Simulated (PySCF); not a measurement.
# How methods differ on the excitation energy of P

P [Ne] 3s2 3p3 (4S) → P [Ne] 3s2 3p2 3d1 (high-spin determinant), as a difference of total energies. Calculation: PySCF 2.14, in aug-cc-pV(Q+d)Z with one added diffuse shell each of s, p, d, f, g type (8s7p6d4f3g, 114 functions); no relativity, point nucleus. Correlated levels: valence: [Ne] frozen. The calculations carry no spin-orbit coupling.

```json
{"method": "UHF", "excitation energy (eV)": "8.261"}
{"method": "LDA", "excitation energy (eV)": "8.190"}
{"method": "PBE", "excitation energy (eV)": "8.089"}
{"method": "PBE0", "excitation energy (eV)": "8.293"}
{"method": "r2SCAN", "excitation energy (eV)": "8.506"}
{"method": "wB97X-V", "excitation energy (eV)": "8.482"}
{"method": "revPBE", "excitation energy (eV)": "8.064"}
{"method": "wB97M-V", "excitation energy (eV)": "8.328"}
{"method": "MP2 (valence)", "excitation energy (eV)": "8.672"}
{"method": "SCS-MP2 (valence)", "excitation energy (eV)": "8.548"}
```

Question: How much does correlation contribute at MP2 (valence)?

Answer: 8.672 − (8.261) = 0.411 eV, measured against UHF.

A first-order spin-orbit estimate (lowest level to lowest level, LS coupling) adds -0.022 eV.

The promoted electron is Rydberg-like, and one or two diffuse shells describe it only roughly, which tends to raise the upper state.

The determinant of the upper state mixes LS terms, which raises its energy above the lowest term, most at the Hartree-Fock and MP2 levels.
